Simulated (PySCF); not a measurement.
How the method changes the constants of HoP

State: quintet, about 10.4 electrons in the 4f shell (Mulliken), real f orbitals that mix terms. Set-up: PySCF, spin-free X2C with a Gaussian nucleus, basis sets Ho x2c-SVPall, P x2c-SVPall. De refers to Ho (4f11 6s2) + P in their high-spin ground configurations, without counterpoise correction. The functionals are run spin-unrestricted. A positive dipole means Ho(−)P(+). Levels whose curve was spin-contaminated or gave no clean fit are not listed.

```json
{"Level": "ROHF", "Re (Å)": "2.334", "ωe (cm⁻¹)": "444", "De (eV)": "n/a", "μ (D)": "-8.17"}
{"Level": "ROHF-MP2", "Re (Å)": "2.318", "ωe (cm⁻¹)": "463", "De (eV)": "n/a", "μ (D)": "n/a"}
{"Level": "ROHF-SCS-MP2", "Re (Å)": "2.332", "ωe (cm⁻¹)": "455", "De (eV)": "n/a", "μ (D)": "n/a"}
{"Level": "r²SCAN", "Re (Å)": "2.363", "ωe (cm⁻¹)": "359", "De (eV)": "1.97", "μ (D)": "-6.73"}
{"Level": "HSE06", "Re (Å)": "2.314", "ωe (cm⁻¹)": "431", "De (eV)": "1.50", "μ (D)": "-6.32"}
```

**Question.** What does second-order correlation do here, going from ROHF to ROHF-MP2?

**Answer.** ROHF-MP2 less ROHF: -1.6 pm in Re, +4.3 % in ωe. Correlation nearly always deepens the well. The bond shortens, as in weak, metallic or heavy-atom bonds, where dispersion and the correlation of outer-core electrons pull the atoms together.

Correlated steps freeze 23 core orbitals. These are scalar-relativistic numbers at best; spin–orbit coupling would shift them, the dissociation energy most. UHF is strongly spin-contaminated for HoP, so the ROHF reference used there is far from stable. With d or f electrons several states lie close, and the lowest PBE0 determinant need not be the measured ground state.

The whole job (state search and all levels along the bond) took about 26 min on 2 threads of Arm Neoverse V1 (shared host), peak memory 3.6 GiB.
